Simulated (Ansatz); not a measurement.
`[SiH3][N]([SiH3])[InH2]` + CH₃OH → `C[O][InH2]` + `[SiH3]N[SiH3]` at 400 K and 1 bar (ligand exchange at the In–N bond).

Gas-phase electronic energies from Ansatz, PBE0-D4/def2-TZVP geometries. CCSD(T)/CBS adds triple-zeta CCSD(T) − MP2 to the extrapolated MP2 energy (def2 sets, frozen cores). This one scheme is used for every species. Elements past krypton have def2 core potentials. For In outer-core shells are correlated without core-valence functions, which leaves a few kJ/mol of doubt a bond.

```csv
species,CCSD(T)/CBS energy (Eh),H − E (kJ/mol),S (J/(mol·K))
`[SiH3][N]([SiH3])[InH2]`,-827.51128,219.7,444.2
CH₃OH,-115.61712,151.2,252.6
`C[O][InH2]`,-306.01914,165.3,344.2
`[SiH3]N[SiH3]`,-637.10515,203.4,366.7
```

H − E and S are ideal-gas, rigid-rotor, harmonic terms from PBE0-D4/def2-TZVP. 1 Eh = 2625.50 kJ/mol, R = 8.31446 J/(mol·K).

Task: By hand: ΔE, ΔH, ΔS and ΔG.

Result: ΔE = (-306.01914) + (-637.10515) − (-827.51128) − (-115.61712) = 0.00411 Eh = 10.8 kJ/mol. Δ(H − E) = 165.3 + 203.4 − 219.7 − 151.2 = -2.2, so ΔH = 8.6 kJ/mol. ΔS = 344.2 + 366.7 − 444.2 − 252.6 = 14.1 J/(mol·K). ΔG = 8.6 − 400 × (14.1)/1000 = 3.0 kJ/mol.

Task: By hand: the equilibrium constant, and the temperature at which ΔG would vanish if ΔH and ΔS stayed fixed.

Result: log₁₀ K = −ΔG/(RT ln 10) = -0.4. ΔG = 0 at ΔH/ΔS = 610 K, though so small a ΔH makes that figure unsure.

TΔS isn't small against ΔH here. The sign of ΔG lies within the doubt. A doubt of 5 kJ/mol in ΔE shifts log₁₀ K by 0.7 here. Modes under 60 cm⁻¹, often nearly free rotors, make the harmonic entropy too high. These are equilibria of isolated gas molecules and say nothing of rates. Largest T1 diagnostic: 0.017 (customary marks: 0.02 for closed shells, 0.045 for open ones).
